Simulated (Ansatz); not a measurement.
Job for Ansatz (a program for electronic structure): R-B3LYP/def2-TZVPP on CH5AlS (SMILES C[S][AlH2]), a point of a torsion scan.

Ansatz 0.2 input:
```yaml
crystal:
  periodic: [false, false, false]
  atoms:
    - {symbol: C, position_ang: [1.30690400, 0.17078192, 0.09315528]}
    - {symbol: S, position_ang: [0.24444429, -1.14928111, 0.82051164]}
    - {symbol: Al, position_ang: [-1.64612207, -0.41200300, -0.00681027]}
    - {symbol: H, position_ang: [1.85995070, -0.24854542, -0.74155860]}
    - {symbol: H, position_ang: [1.99449768, 0.49251564, 0.86829098]}
    - {symbol: H, position_ang: [0.69812494, 1.01597293, -0.23709992]}
    - {symbol: H, position_ang: [-1.77166361, 1.11014984, -0.23547950]}
    - {symbol: H, position_ang: [-2.83245708, -1.31941699, -0.36696045]}
basis:
  gaussian:
    orbitals: def2-TZVPP
hamiltonian:
  xc: {name: B3LYP}
scf: {lower_state_search: off}
```

The log:

```
WARN ansatz: RAYON_NUM_THREADS=1 ignored (pool sized by the plan → 1); use --threads N
Functional definition: B3LYP
these checks for a lower state are left out or cut short: stability, starts, cluster_reference, orbital_swaps, neighbouring_geometries, increment
integrals: 0.09 GiB planned
1064 factors; their error is unknown
mean field: 0.82 GiB planned
mean field evaluation 1: about -18548.6423 eV, gradient 4.6e1 eV
mean field evaluation 2: about -18544.8918 eV, gradient 5.7e1 eV
mean field evaluation 4: about -18553.6475 eV, gradient 1.8e0 eV
mean field evaluation 8: about -18553.6608 eV, gradient 4.5e-2 eV
mean field evaluation 16: about -18553.6608 eV, gradient 2.8e-6 eV
mean field -18553.66077610 eV, -681.8344573985 hartree, gradient 2.8e-6 eV, S^2 0.000000; 0 other end points of the search recorded, 0 dependent functions left out
reference -18553.66104261 eV, -681.8344671928 hartree; 20, 20 occupied and 165, 165 virtual orbitals, 1064 factors
Total energy: -18553.66104261 eV, -681.8344671928 hartree
Checks for a lower state left out: stability, starts, cluster_reference, orbital_swaps, neighbouring_geometries, increment
```

Self-consistency was reached.

Cost: about 2.0 core-seconds (a rough figure).
